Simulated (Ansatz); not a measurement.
Relaxation of CH$_{3}$NOTe (7 atoms, charge 0, multiplicity 1), to a largest force component of 0.015 eV/Å in at most 40 steps.

These are results of RKS B3LYP-D4/def2-SVP (Ansatz 0.2.0), not measurements.

```xyz
7
Properties=species:S:1:pos:R:3:forces:R:3
O 0.271 -1.325 -0.848 0.08 -0.95 -0.41
C 0.641 -0.732 0.135 0.12 -0.63 -0.26
N 0.255 0.518 0.397 -0.03 0.82 0.13
Te -0.924 1.395 -1.033 0.00 0.99 -0.26
H 1.306 -1.177 0.895 0.31 -0.15 0.36
H 0.578 1.004 1.215 0.07 0.26 0.44
H -2.126 0.317 -0.761 -0.54 -0.35 0.01
```

**Question.** Where does it end, and by what steps?

**Answer.** It converged. After 13 steps the energy has fallen by 0.161 eV; H7 moved furthest, 0.43 Å.

```csv
step,energy less start (eV),largest force component (eV/Å),accepted
0,0.0000,0.991,yes
1,-0.1242,0.867,yes
2,-0.1419,0.583,yes
3,-0.1422,0.396,yes
4,-0.1480,0.275,yes
5,-0.1553,0.148,yes
6,-0.1557,0.585,yes
7,-0.1588,0.144,yes
8,-0.1601,0.054,yes
9,-0.1606,0.041,yes
10,-0.1606,0.047,no
11,-0.1608,0.050,yes
12,-0.1610,0.017,yes
13,-0.1610,0.012,yes
```

```xyz
7
Properties=species:S:1:pos:R:3
O 0.570 -1.518 -0.847
C 0.741 -0.807 0.112
N 0.226 0.448 0.297
Te -0.952 1.424 -1.093
H 1.366 -1.115 0.991
H 0.420 0.913 1.179
H -2.372 0.654 -0.637
```

Whether the end is a true minimum wasn't checked by a vibrational analysis.

Time of the run: 69 s on 1 thread of Arm Neoverse V1 (shared host), peak memory 0.17 GiB.
